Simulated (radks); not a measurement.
Results of a calculation; reference values are marked as such.
Problem. The oxygen anion O2-, [Ne], held by a Watson sphere: a shell of charge +2 at radius R that stands for the Madelung well of a crystal (potential energy -2/R inside, -2/r outside, in hartree with lengths in bohr). Code: a radial shooting solver on a logarithmic mesh with Libxc functionals. Model: scalar-relativistic Kohn-Sham, LB94 model potential, spin-unpolarised, spherical densities, finite nucleus; Fermi nuclear charge, rms radius of each element as measured or else 0.836 A^(1/3) + 0.57 fm. Response by self-consistent Sternheimer equations with the Hartree and adiabatic LDA kernel, the relativistic mass of each level held fixed and spin-orbit coupling left out. The sphere does not respond.

R (bohr)  e(1s) (eV)  e(2s) (eV)  e(2p) (eV)  <r> 2p (bohr)  sum of <r^2> (bohr^2)  X-ray form factor at sin(theta)/lambda = 0.2 1/angstrom  alpha (bohr^3)
2.05         -532.60     -26.525     -12.682          1.466                  21.11                                                    6.142           13.16
2.28         -532.11     -25.360     -11.655          1.509                  22.42                                                    6.056           16.06
2.99         -530.45     -22.592      -9.056          1.620                  26.16                                                    5.901           28.31
3.92         -528.55     -20.210      -6.676          1.729                  30.65                                                    5.836           54.32

Estimate the row for R = 2.98 bohr.

Solution. e(1s) (eV) -530.47; e(2s) (eV) -22.624; e(2p) (eV) -9.088; <r> 2p (bohr) 1.619; sum of <r^2> (bohr^2) 26.11; X-ray form factor at sin(theta)/lambda = 0.2 1/angstrom 5.903; alpha (bohr^3) 28.09.
